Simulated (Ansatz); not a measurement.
Cost and result for the atomization energy of C₃H₇BO₃ (`C=CCOB(O)O`) (14 atoms, 13 bonds).

Z-matrix (Å, degrees):
```
C
C 1 1.491
O 1 1.422 2 111.6
H 1 1.096 2 109.9 3 -121.8
H 1 1.092 2 110.3 3 118.7
C 2 1.324 1 123.9 3 -121.6
H 2 1.088 1 115.7 3 59.3
B 3 1.361 1 121.0 2 -84.4
H 6 1.084 2 121.8 1 -178.5
H 6 1.086 2 121.3 1 1.1
O 8 1.367 3 120.8 1 -0.8
O 8 1.368 3 119.6 1 179.3
H 11 0.960 8 111.8 3 -179.0
H 12 0.960 8 111.9 3 -0.3
```

Total charge 0; spin multiplicity 1. The structure was optimised at the PBE0-D4/def2-TZVP level. It is one conformer, not always the lowest. Program: Ansatz. All runs use 2 threads of an AMD EPYC 7R13 on a shared host and a share of an NVIDIA H100 80 GB. Times are those of one run each, without the atoms' runs, and a repeat can differ threefold. Electronic energies, without spin–orbit coupling; frozen cores. CCSD(T)/CBS adds CCSD(T) − MP2 in def2-TZVPP to the MP2 limit, and its time is that of the two runs behind it. T1 = 0.012. B3LYP takes the VWN-RPA correlation (the form of Gaussian; ORCA's B3LYP/G).

CCSD(T)/CBS is a level of theory with its own doubt, some kJ/mol a heavy atom from the limit and from the frozen cores, so smaller differences don't rank the functionals.

| level | functions | wall time |
| --- | --- | --- |
| PBE-D4/def2-TZVPP (with forces) | 315 | 2.1 s |
| B2PLYP/def2-TZVPP | 315 | 3 s |
| PBE0-D4/def2-TZVPP | 315 | 3.1 s |
| r2SCAN-D4/def2-TZVPP (with forces) | 315 | 3.1 s |
| ωB97M-V/def2-TZVPP (with forces) | 315 | 3.3 s |
| ωB97X-V/def2-TZVPP | 315 | 3.7 s |
| B3LYP-D4/def2-TZVPP (with forces) | 315 | 3.8 s |
| MP2/def2-QZVPP | 609 | 4.5 s |
| CCSD(T)/def2-TZVPP | 315 | 4.7 s |
| CCSD(T)/CBS(def2) | – | 9.3 s |

Q: What atomization energy does each give, and how far from CCSD(T)/CBS? (Best estimate.)

A: The calculation gave: 
```json
{"level": "PBE-D4/def2-TZVPP (with forces)", "atomization (kJ/mol)": "6261.5", "difference from CCSD(T)/CBS": "158.5", "per bond": "12.2"}
{"level": "B2PLYP/def2-TZVPP", "atomization (kJ/mol)": "6052.9", "difference from CCSD(T)/CBS": "-50.1", "per bond": "-3.8"}
{"level": "PBE0-D4/def2-TZVPP", "atomization (kJ/mol)": "6122.1", "difference from CCSD(T)/CBS": "19.1", "per bond": "1.5"}
{"level": "r2SCAN-D4/def2-TZVPP (with forces)", "atomization (kJ/mol)": "6129.8", "difference from CCSD(T)/CBS": "26.8", "per bond": "2.1"}
{"level": "ωB97M-V/def2-TZVPP (with forces)", "atomization (kJ/mol)": "6125.7", "difference from CCSD(T)/CBS": "22.7", "per bond": "1.8"}
{"level": "ωB97X-V/def2-TZVPP", "atomization (kJ/mol)": "6097.6", "difference from CCSD(T)/CBS": "-5.4", "per bond": "-0.4"}
{"level": "B3LYP-D4/def2-TZVPP (with forces)", "atomization (kJ/mol)": "6099.4", "difference from CCSD(T)/CBS": "-3.6", "per bond": "-0.3"}
{"level": "MP2/def2-QZVPP", "atomization (kJ/mol)": "6198.2", "difference from CCSD(T)/CBS": "95.2", "per bond": "7.3"}
{"level": "CCSD(T)/def2-TZVPP", "atomization (kJ/mol)": "5950.6", "difference from CCSD(T)/CBS": "-152.4", "per bond": "-11.7"}
{"level": "CCSD(T)/CBS(def2)", "atomization (kJ/mol)": "6103.0", "difference from CCSD(T)/CBS": "0.0", "per bond": "0.0"}
```

The D4 term adds +41.3 kJ/mol with B3LYP and +22.0 kJ/mol with PBE0; it sums over pairs of atoms, weighted by their polarisabilities, and B3LYP, whose exchange is more repulsive, gets the larger term. In def2-TZVPP, CCSD(T) changes the Hartree–Fock value by +1491.3 kJ/mol (the triples alone add +96.2 kJ/mol) and MP2 by +1648.9 kJ/mol; breaking electron pairs costs correlation energy, which Hartree–Fock lacks. From PBE to PBE0 (25 % exact exchange), in def2-TZVPP and without D4, the atomization energy moves by −135.3 kJ/mol: exact exchange takes away binding that semilocal exchange gives to molecules.
